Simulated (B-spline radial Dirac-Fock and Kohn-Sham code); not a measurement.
## Dipole and non-dipole photoemission parameters of Os³⁺ 4s

System: Os³⁺, configuration 1s2 2s2 2p6 3s2 3p6 3d10 4s2 4p6 4d10 4f14 5s2 5p6 5d5; threshold 681.0 eV (orbital energy of the model). These are calculated numbers from a radial finite-basis atomic code; the model is Dirac-Hartree-Slater photoionisation with a Latter tail; cross sections with all multipoles, angular parameters from the dipole term and its interference with E2.

For linearly polarised light dσ/dΩ = σ/(4π) [1 + β P₂(cos θ) + (δ + γ cos²θ) sin θ cos φ], with θ from the polarisation vector and φ the angle between the beam and the projection of the electron momentum on the plane normal to the polarisation.

| hν (eV) | σ (kb) | β | γ |
| --- | --- | --- | --- |
| 787 | 51.7 | 1.781 | 0.659 |
| 813 | 50.4 | 1.789 | 0.664 |
| 905 | ? | ? | ? |
| 1100 | 37.0 | 1.849 | 0.661 |
| 1200 | 33.4 | 1.861 | 0.647 |
| 1250 | 31.8 | 1.866 | 0.638 |
| 1840 | 18.9 | 1.898 | 0.509 |
| 3300 | 7.59 | 1.925 | 0.210 |
| 4370 | 4.71 | 1.933 | 0.057 |
| 4580 | 4.34 | 1.934 | 0.032 |
| 5260 | 3.40 | 1.937 | -0.034 |
| 5414.7 | 3.22 | 1.938 | -0.047 |
| 6000 | 2.67 | 1.940 | -0.088 |
| 12000 | 0.712 | 1.948 | -0.109 |
| 15000 | 0.454 | 1.949 | 0.021 |

Q: Give the values at 905 eV.

A: σ = 45.5 kb, β = 1.815, γ = 0.675. For an s subshell δ is negligible.
